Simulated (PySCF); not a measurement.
PySCF input for CH₆OSSi, SMILES CS[SiH2]O, PBE/pcSseg-1. Geometry optimised at ωB97X-D3(BJ)/def2-SVP. This is a generated structure with no PubChem entry under its InChIKey; it may be hypothetical. One conformer was computed; it need not be the lowest.

```python
import numpy as np
from pyscf import gto, scf, dft
from pyscf.prop.nmr import rks as nmr

mol = gto.M(
    atom='''
    Si    0.79227240   -0.39958710   -0.54474005
    O     2.19125461   -0.31931763    0.34870267
    S    -0.71283056    0.78460314    0.40568150
    C    -2.19467757   -0.18813603   -0.02092799
    H     0.22431439   -1.77819520   -0.64386502
    H     1.16548415    0.08524773   -1.89641511
    H     2.09847438   -0.46534863    1.29639427
    H    -2.39964739   -0.15917044   -1.10038543
    H    -2.09700090   -1.23231880    0.30856593
    H    -3.04012080    0.27371148    0.50710868
    ''',
    basis='pcSseg-1',
    charge=0,
    spin=0,
    max_memory=1600,
    verbose=3,
)
mf = dft.RKS(mol, xc='pbe')
mf.grids.level = 3
mf.conv_tol = 1e-10
mf.max_cycle = 100
mf.kernel()
n = nmr.NMR(mf)
n.verbose = 2
n.max_cycle_cphf = 60
sigma = n.kernel()
print('atom   isotropic/ppm   span/ppm')
for i, s in enumerate(sigma):
    w = np.linalg.eigvalsh((s + s.T) / 2)
    print(f'{mol.atom_symbol(i):2s}{i + 1:3d} {w.mean():14.3f} {w[2] - w[0]:11.3f}')
```

It prints:

```
converged SCF energy = -804.185666880301
atom   isotropic/ppm   span/ppm
Si  1        329.950     101.020
O   2        281.292      79.406
S   3        650.019     274.879
C   4        165.673      33.582
H   5         25.667       7.349
H   6         25.612       8.988
H   7         30.197      18.037
H   8         29.443      13.581
H   9         29.412      12.157
H  10         29.311      12.989
```

Self-consistency was reached.
